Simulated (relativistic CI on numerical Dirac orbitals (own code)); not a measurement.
How well does a small relativistic CI reproduce Pd2+?

Calculated at this level of theory: Dirac-Coulomb-Breit CI, separate exchange-only KLI orbitals for each configuration, QED by a radiative potential, valence Slater integrals scaled by 0.85, P86 correlation energy added to each configuration (own radial code, finite nucleus).

Configurations in the expansion (outside the closed core [Kr]): 4d⁸, 4d⁷5s, 4d⁷5p, 4d⁷4f, 4d⁷5d, 4d⁷6s, 4d⁷6p, 4d⁶5s5p, 4d⁷7s, 4d⁷6d, 4d⁷7p, 4d⁷5f, 4d⁷5g, 4d⁷7d, 4d⁷6f, 4d⁶4f5s, 4d⁶5s², 4d⁵5s²5p, 4d⁵4f5s², 4d⁵5s²5d, 4d⁵5s²6s, 4d⁵5s²6p, 4d⁶5s6s, 4d⁵5s5p6s, 4d⁵4f5s6s, 4d⁵5s5d6s, 4d⁵5s6s², 4d⁵5s6s6p. Double excitations out of closed p, d and f shells are left out; levels of such configurations are missing from the list, as are those of other unlisted configurations, and high levels can miss mixing partners.

```csv
Configuration,Term (tabulated),J,Measured (cm⁻¹),Computed,Error,Purity (%)
4d⁸,a 3F,4,0.0,0,0,99
4d⁸,a 3F,3,3229.7,3022,-208,100
4d⁸,a 3F,2,4687.3,4527,-160,91
4d⁸,a 3P,1,13470.3,14478,1008,99
4d⁸,a 3P,0,13699.1,14729,1030,97
4d⁸,a 1G,4,17880.4,18353,472,99
4d⁷5s,a 5F,5,52915.9,55669,2753,98
4d⁷5s,a 5F,4,55088.8,57762,2673,98
4d⁷5s,a 5F,3,56741.5,59341,2599,98
4d⁷5s,a 5F,2,57845.0,60407,2562,98
4d⁷5s,a 5F,1,58527.3,61071,2543,97
4d⁷5s,b 3F,4,62560.9,66279,3718,93
4d⁷5s,b 3F,3,65255.4,68959,3703,86
4d⁷5s,a 5P †,3,65708.0,69689,3981,90
4d⁷5s,a 5P †,2,65788.3,69896,4108,82
4d⁷5s,b 3F,2,67079.4,70701,3621,91
4d⁷5s,a 5P,1,67151.4,71189,4037,91
4d⁷5s,a 3G,5,69985.8,72798,2813,88
4d⁷5s,a 3G,4,71047.2,73883,2836,79
4d⁷5s,b 3P,2,72745.0,76869,4124,63
4d⁷5s,a 3G,3,72786.1,75479,2693,97
4d⁷5s,b 3P,0,74281.2,78747,4466,99
4d⁷5s,a 3H,6,74673.3,77536,2863,100
4d⁷5s,c 3P,2,75455.0,80195,4740,89
4d⁷5s,a 3H,5,75967.6,78808,2841,87
4d⁷5s,c 3P,1,76055.8,80523,4467,80
4d⁷5s,a 3D,3,76231.4,79461,3230,95
4d⁷5s,a 3D,2,78169.8,81647,3477,60
4d⁷5s,a 1H,5,80805.1,84066,3261,92
4d⁷5s,a 1P,1,82620.3,86793,4172,57
4d⁷5s,b 1D,2,83204.3,86937,3733,71
4d⁷5s,c 3F,2,85420.7,89957,4536,97
4d⁷5s,c 3F,3,85830.4,90354,4524,96
4d⁷5s,c 3F,4,86795.2,91232,4437,98
4d⁷5s,a 1F,3,90684.3,95590,4905,96
4d⁷5s,b 3D,2,103549.6,107954,4404,97
4d⁷5s,b 3D,3,104419.1,108901,4482,97
4d⁷5p,z 5F°,5,105145.4,105581,435,78
4d⁷5p,z 5D°,4,108115.7,104927,-3189,57
4d⁷5p,z 5F°,2,108641.7,108921,280,65
4d⁷5p,z 5G°,6,109015.4,109272,257,97
4d⁷5p,z 5F°,1,109780.1,110018,238,78
4d⁷5p,z 5D°,2,110941.0,111249,308,59
4d⁷5p,z 5G°,3,111631.2,111931,300,58
4d⁷5p,z 5D°,1,111709.4,111983,273,81
4d⁷5p,z 5G°,2,111802.9,112204,401,68
4d⁷5p,z 5D°,0,111847.2,112158,311,95
4d⁷5p,z 5S°,2,112328.6,113788,1459,91
4d⁷5p,z 3F°,4,112449.3,112957,508,73
4d⁷5p,z 3G°,4,114886.6,115326,439,75
4d⁷5p,z 3F°,2,115738.0,116251,513,63
4d⁷5p,z 3G°,3,116518.9,117003,484,63
4d⁷5p,z 3D°,2,116790.3,117528,737,57
4d⁷5p,z 3D°,1,117566.6,118399,833,82
4d⁷5p,y 5D°,0,121652.6,122888,1235,74
```

Measured levels from Moore, Atomic Energy Levels, vol. III, NSRDS-NBS 35 (1971 reprint of NBS Circular 467, 1958); pairs were made by configuration, J and term (by order where the table uses no LS term), so strongly mixed levels may be paired wrongly. The analysis dates from before 1960.

Mean error by configuration (cm⁻¹): 4d⁸ 429; 4d⁷5s 3628; 4d⁷5p 323. Over the excited levels the mean absolute error is 2313 cm⁻¹ (54 of the 69 excited levels that our extract of the source holds in range could be paired, and the others can miss by more), and the median relative error of those above 1,000 cm⁻¹ is 4.1 %. Some levels of the ground configuration have no partner. † marks terms whose computed intervals miss the measured ones by more than a factor of 2.5, or configurations far off the rest, from wrong mixing, a near crossing or a doubtful label or measurement; they are left out of the means.
